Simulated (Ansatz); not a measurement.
Start from `[O]=[V]([F])([F])[Cl]` and change one atom or group to get `[O]=[V]([OH])([F])[Cl]`.

Ansatz, PBE0-D4/def2-TZVP geometries, multiplicity 1. Each molecule was computed in one conformer, which needn't be the lowest.

Scalar relativity is left out up to krypton.

```tsv
property	`[O]=[V]([F])([F])[Cl]`
HOMO–LUMO gap (B3LYP/def2-TZVPP) / eV	5.33
HOMO–LUMO gap (PBE/def2-TZVPP) / eV	3.59
LUMO energy (PBE/def2-TZVPP) / eV	-5.00
LUMO energy (PBE0/def2-TZVPP) / eV	-4.22
HOMO–LUMO gap (ωB97M-V/def2-TZVPP) / eV	10.37
size of the dipole moment (B3LYP/def2-TZVPP) / D	0.62
```

Question: What does the change do to each property? (Estimate.)

Answer: The calculation gave: 
```
                                        property  `[O]=[V]([OH])([F])[Cl]`  shift
           HOMO–LUMO gap (B3LYP/def2-TZVPP) / eV                      5.43   0.10
             HOMO–LUMO gap (PBE/def2-TZVPP) / eV                      3.70   0.11
               LUMO energy (PBE/def2-TZVPP) / eV                     -4.41   0.59
              LUMO energy (PBE0/def2-TZVPP) / eV                     -3.61   0.61
         HOMO–LUMO gap (ωB97M-V/def2-TZVPP) / eV                     10.47   0.10
size of the dipole moment (B3LYP/def2-TZVPP) / D                      2.29   1.67
```

With PBE0 the HOMO rises by 0.52 eV and the LUMO rises by 0.61 eV, so the gap widens by about 0.09 eV. PBE moves the HOMO by 0.49 eV and ωB97M-V by 0.51 eV. The zero-point energy changes by 29.6 kJ/mol with +3 modes. Dipoles are sizes alone; their direction can turn.

B3LYP here is the variant with VWN-RPA as its local correlation; programs differ in this.
